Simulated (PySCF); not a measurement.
PySCF job for cyclopent-3-en-1-ol (C5H8O), SMILES C1C=CCC1O, B3LYP/pcSseg-1. Geometry: B3LYP-D3(BJ)/def2-SVP. One conformer was computed; it need not be the lowest.

```python
import numpy as np
from pyscf import gto, scf, dft
from pyscf.prop.nmr import rks as nmr

mol = gto.M(
    atom='''
    O     1.73046740   -0.63953236   -0.00000000
    C     0.83896747    0.45967708    0.00000001
    C    -0.11497424    0.41189880    1.21935437
    C    -1.32545424   -0.30836881    0.67036262
    C    -1.32545425   -0.30836880   -0.67036263
    C    -0.11497423    0.41189880   -1.21935438
    H     1.19143596   -1.44379433    0.00000000
    H     1.47680876    1.35548547    0.00000000
    H     0.37018971   -0.09142960    2.07143504
    H    -0.38942614    1.42807399    1.56044236
    H    -2.11108708   -0.73457171    1.29907368
    H    -2.11108708   -0.73457171   -1.29907367
    H     0.37018971   -0.09142960   -2.07143505
    H    -0.38942614    1.42807400   -1.56044234
    ''',
    basis='pcSseg-1',
    charge=0,
    spin=0,
    max_memory=1600,
    verbose=3,
)
mf = dft.RKS(mol, xc='b3lyp')
mf.grids.level = 3
mf.conv_tol = 1e-10
mf.max_cycle = 100
mf.kernel()
n = nmr.NMR(mf)
n.verbose = 2
n.max_cycle_cphf = 60
sigma = n.kernel()
print('atom   isotropic/ppm   span/ppm')
for i, s in enumerate(sigma):
    w = np.linalg.eigvalsh((s + s.T) / 2)
    print(f'{mol.atom_symbol(i):2s}{i + 1:3d} {w.mean():14.3f} {w[2] - w[0]:11.3f}')
```

Log of the run:

```
converged SCF energy = -270.518434889556
atom   isotropic/ppm   span/ppm
O   1        254.232      77.952
C   2        102.887      45.041
C   3        131.294      37.920
C   4         39.976     211.826
C   5         39.976     211.826
C   6        131.294      37.920
H   7         30.480      15.612
H   8         27.302       7.290
H   9         29.048       7.770
H  10         28.726       9.123
H  11         25.440       3.450
H  12         25.440       3.450
H  13         29.048       7.770
H  14         28.726       9.123
```

The calculation finished and met its thresholds.
